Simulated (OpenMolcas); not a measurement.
**4d² along the 38-electron sequence**

| Item | Value |
| --- | --- |
| Program | OpenMolcas 26.06 |
| Method | SS-CASPT2, IPEA 0.25 Eh, imaginary shift 0.1 Eh |
| Basis | ANO-RCC-VQZP |
| Scalar Hamiltonian | DKH2, point nucleus |
| Spin-orbit coupling | state interaction with AMFI integrals over the reference wave functions, term energies averaged over their components |

Active space for each ion: 2 electrons in 10 orbitals (4d 5d); closed shells correlated by CASPT2: 4s 4p.

Computed levels in cm-1 above ³F₂:

```tsv
Level	Mo4+	Tc5+	Ru6+	Rh7+
³F₃	1509	2010	2640	3390
³F₄	3220	4250	5510	6970
¹D₂	9850	11590	13430	14960
³P₀	11730	13170	14780	16050
³P₁	12340	14000	15910	17540
³P₂	13680	15920	18550	21040
¹G₄	16550	19200	21780	24240
¹S₀	38070	43660	49180	54290
weight of ³F in the lowest level (%)	98	98	97	97
```

Mixed levels, with the weight of the term that names them: Rh7+ ¹D₂ (71 %), Rh7+ ³P₂ (74 %).

Measured, with the error of the calculation in %. Measured levels: Mo4+ from Sugar and Musgrove, J. Phys. Chem. Ref. Data 17, 155 (1988).

| Level | Mo4+ |
| --- | --- |
| ³F₃ | 1578 (-4.3) |
| ³F₄ | 3357 (-4.2) |
| ¹D₂ | 10190 (-3.3) |
| ³P₀ | 11161 (+5.1) |
| ³P₁ | 11807 (+4.5) |
| ³P₂ | 13408 (+2.0) |
| ¹G₄ | 16354 (+1.2) |
| ¹S₀ | 37738 (+0.9) |

The fine-structure level ³F₄ changes by a factor of 2.16 from Mo4+ to Rh7+. Its fourth root runs 7.53, 8.07, 8.62, 9.14, with steps per unit of Z of 0.54, 0.54, 0.52; equal steps would mean a (Z - σ)^4 law with constant σ.

¹D₂ changes by a factor of 1.52 over the same range, with steps per unit of Z of +1740, +1840, +1530 cm-1.

CASPT2 does not keep the components of a term degenerate, so their means are used; among the terms shown or strongly mixed into the levels shown the widest spread is 850 cm-1 (4d² ¹G, Ru6+). Active for correlation alone: 5d; no level in the range computed is led by a configuration that fills it, so any true level of that kind is missing. Computed and measured levels are paired by configuration, term and J; levels that our copy of the source lacks, or whose pairing is in doubt (as where it misses far off the trend of its configuration), stay unpaired and out of the deviations. Only configurations of the active space appear.
